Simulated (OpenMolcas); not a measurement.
Consider [Cu2(μ-Cl)2(NH3)4]2+, a planar model complex in vacuum (2 bridging Cl, bridge angle 94°, metal-metal distance 3.47 Å, Cu–Cl 2.38 Å; typed geometry, not optimised).

```xyz
20

Cu    -1.7370     0.0000     0.0000
Cu     1.7370     0.0000     0.0000
Cl     0.0000     1.6198     0.0000
Cl     0.0000    -1.6198     0.0000
N     -3.1724     1.4354     0.0000
H     -3.4542     1.7172     0.9389
H     -2.8792     2.2922    -0.4695
H     -4.0292     1.1423    -0.4694
N     -3.1724    -1.4354     0.0000
H     -3.4542    -1.7172     0.9389
H     -4.0292    -1.1423    -0.4695
H     -2.8792    -2.2922    -0.4694
N      3.1724     1.4354     0.0000
H      3.4542     1.7172     0.9389
H      4.0292     1.1423    -0.4695
H      2.8792     2.2922    -0.4694
N      3.1724    -1.4354     0.0000
H      3.4542    -1.7172     0.9389
H      2.8792    -2.2922    -0.4695
H      4.0292    -1.1423    -0.4694
```

### Question
Give the energies of the total-spin states at CASSCF(2,2) on the singly occupied d orbitals (ANO-RCC-VDZP on Cu, Cl, N and ANO-RCC-VDZ on H, scalar-relativistic DKH2, RICD, no spin-orbit coupling, OpenMolcas), and the exchange constant.

### Answer
Local spins 1/2 and 1/2.

```json
[
 {"total S": "1", "E (cm⁻¹)": "0.0", "natural occupations, lowest and highest": "1.000, 1.000"},
 {"total S": "0", "E (cm⁻¹)": "16.4", "natural occupations, lowest and highest": "0.988, 1.012"}
]
```

J = 8.2 cm⁻¹ (ferromagnetic).

J is defined by H = −2J S1·S2, so negative values are antiferromagnetic. Wave-function values come from the highest and lowest total spin; broken-symmetry values use Yamaguchi's formula with the computed ⟨S²⟩. The active space holds the singly occupied metal orbitals alone, without bridging-ligand orbitals. No row is a measured value.
